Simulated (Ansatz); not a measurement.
CH₅BrGe⁺, that is GeH2MeBr with one electron fewer. Charge 1, multiplicity 2. Geometry PBE0-D4/def2-SVP, that of the neutral singlet; atoms count from 1.

Cartesian coordinates in Å:
```
Ge -0.672 0.297 0.489
H -1.553 1.371 -0.169
H -0.322 0.692 1.934
C 0.901 -0.123 -0.568
H 1.524 0.776 -0.687
H 0.599 -0.485 -1.561
H 1.492 -0.904 -0.069
Br -1.969 -1.623 0.630
```

Estimate the Mulliken populations from the PBE0/def2-TZVP orbitals of Ansatz.


| atom | charge (e) | spin (α − β) |
| --- | --- | --- |
| Ge1 | 0.26 | -0.01 |
| H2 | 0.15 | 0.03 |
| H3 | 0.15 | 0.03 |
| C4 | -0.43 | 0.20 |
| H5 | 0.22 | 0.01 |
| H6 | 0.21 | 0.00 |
| H7 | 0.21 | 0.00 |
| Br8 | 0.23 | 0.74 |
Mulliken values depend strongly on the basis.

Where does the spin sit?

Summed by element: Ge -0.01, H 0.08, C 0.20, Br 0.74, of 1 unpaired in all. Largest on single atoms: Br8 0.74, C4 0.20, H2 0.03.

And the Mayer bond orders between heavy atoms (over 0.3)?

Ge1–C4 0.83 (1.94 Å); Ge1–Br8 0.92 (2.32 Å).
